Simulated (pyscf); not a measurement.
**`[SH][GaH2]`, singlet**

Gas-phase minimum from PySCF at ωB97X-D3(BJ)/def2-SVP, one conformer. 

```xyz
5

S      1.3191     1.0698    -0.6640
Ga    -0.0715    -0.6263    -0.6796
H      1.1252     1.3886     0.6305
H     -0.2052    -1.3696    -2.0424
H     -0.8218    -0.9744     0.6427
```
Charge 0, spin multiplicity 1.

Bonds (Å): S1–Ga2 2.193, S1–H3 1.347, Ga2–H4 1.558, Ga2–H5 1.560. Angles (°): Ga2–S1–H3 95.7, S1–Ga2–H4 115.4, S1–Ga2–H5 118.1, H4–Ga2–H5 126.4.

Properties at ωB97X-D3(BJ)/def2-SVP:

```json
{
  "harmonic_wavenumbers_unscaled": "400, 426, 442, 607, 728, 758, 2031, 2043, 2764 cm⁻¹",
  "zero_point_energy": "14.6 kcal/mol",
  "rotational_symmetry_number": "1",
  "Entropy of this conformer at 298 K and 1 atm, rigid rotor and harmonic oscillator, modes under 100 cm⁻¹ raised to 100": "277.1 J/(mol K)",
  "dipole_moment": "1.29 D"
}
```

Single-point totals, which compare only within one level (frozen core for MP2 and CC):

```json
[
 {"level": "ωB97X-D3(BJ)/def2-TZVP", "total energy (hartree)": "-2324.86384"},
 {"level": "PBE/def2-TZVP", "total energy (hartree)": "-2324.41106"},
 {"level": "r²SCAN/def2-TZVP", "total energy (hartree)": "-2324.84246"},
 {"level": "B3LYP-D3(BJ)/def2-TZVP", "total energy (hartree)": "-2324.96011"},
 {"level": "PBE0-D3(BJ)/def2-TZVP", "total energy (hartree)": "-2324.48893"},
 {"level": "M06-2X/def2-TZVP", "total energy (hartree)": "-2324.85046"},
 {"level": "ωB97M-D3(BJ)/def2-TZVP", "total energy (hartree)": "-2324.95579"},
 {"level": "HF/def2-TZVPP", "total energy (hartree)": "-2322.56426"},
 {"level": "MP2/def2-TZVPP", "total energy (hartree)": "-2322.97698"},
 {"level": "CCSD/def2-TZVPP", "total energy (hartree)": "-2323.00103"},
 {"level": "CCSD(T)/def2-TZVPP", "total energy (hartree)": "-2323.01921"}
]
```

The CCSD(T) − MP2 part came from Ansatz, without density fitting, on the same reference. The frozen core leaves the outer d or s,p core shells of the metals and heavy elements correlated in the MP2 and CC values, and def2-TZVPP describes them poorly, so these totals are far from the basis limit. Elements up to Kr have no core potential and no relativistic terms here.
